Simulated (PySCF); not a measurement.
## Relaxation of triplet IrO(OH)

These are results of UPBE0/[Ir def2-TZVP with ECP60, O def2-TZVP, H def2-TZVP], scalar-relativistic core potentials, density fitting, no spin–orbit coupling, PySCF, not measurements. A (50,194) grid was used.

A hand-made linear (heavy-atom frame) start, of Cs symmetry, held to at least that symmetry:

```xyz
4
charge 0 multiplicity 3, angstrom
Ir   -0.0033    0.0000    0.0202
O    -0.0033    0.0000    1.7402
O    -0.0033    0.0000   -1.8298
H     0.7321    0.0000   -2.4469
```

(1) What does it relax to?

(2) How much energy is released, and in how many steps?

Results:

(1) It ends at Cs with Ir–O 1.694 Å, Ir–O 1.869 Å, O–H 0.962 Å; H–O–Ir 125.3°, O–Ir–O 179.0°. No frequency check is given, so it may be a saddle point. Other isomers or separated fragments may lie lower.

(2) 2.4 kJ/mol in 6 steps.

With open d or f shells other occupations or spin states may lie lower. At this level a singlet minimum of Cs symmetry lies 60 kJ/mol below this structure. With an element this heavy the missing spin–orbit coupling can shift these numbers.

The relaxation took about 2.9 core-minutes on a shared host.
